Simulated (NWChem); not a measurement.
System: C4H5FO; SMILES O=CC1(F)CC1

NWChem input:

```
start job
memory heap 200 mb stack 900 mb global 1100 mb
geometry units angstroms noautosym nocenter noautoz
  O     -0.102911     2.028740     0.000000
  C      0.653432     1.093438     0.000000
  C      0.209573    -0.323949     0.000000
  F      1.243049    -1.204144     0.000000
  C     -1.035673    -0.700070     0.746995
  C     -1.035673    -0.700070    -0.746995
  H      1.766613     1.214786     0.000000
  H     -0.998951    -1.664653     1.259239
  H     -1.552064     0.110045     1.268935
  H     -0.998951    -1.664653    -1.259239
  H     -1.552064     0.110045    -1.268935
end
basis spherical
  * library pcsseg-1
end
dft
  xc pbe0
  iterations 150
end
property
  shielding 8 1 2 3 4 5 7 8 9
  efieldgrad
end
task dft property
```

All runs use the structure optimised with PBE0/def2-SVP.

GIAO values for the isolated, static molecule; σ is the absolute isotropic shielding, δ = σ(reference) − σ with the isolated reference molecule computed at the same levels (13C: tetramethylsilane, 19F: trichlorofluoromethane, 1H: tetramethylsilane, 17O: water).

Atoms are numbered as in the input.

Question: Give the results of this calculation. (PBE0/pcSseg-1, GIAO.) Quantities: δ O1 (ppm); δ C2 (ppm); δ C3 (ppm); δ F4 (ppm); δ C5 (ppm); δ H7 (ppm); δ H9 (ppm).

Answer: 
```json
{
  "δ O1 (ppm)": "658.3",
  "δ C2 (ppm)": "207.7",
  "δ C3 (ppm)": "82.6",
  "δ F4 (ppm)": "-229.2",
  "δ C5 (ppm)": "20.7",
  "δ H7 (ppm)": "10.42",
  "δ H9 (ppm)": "1.31"
}
```
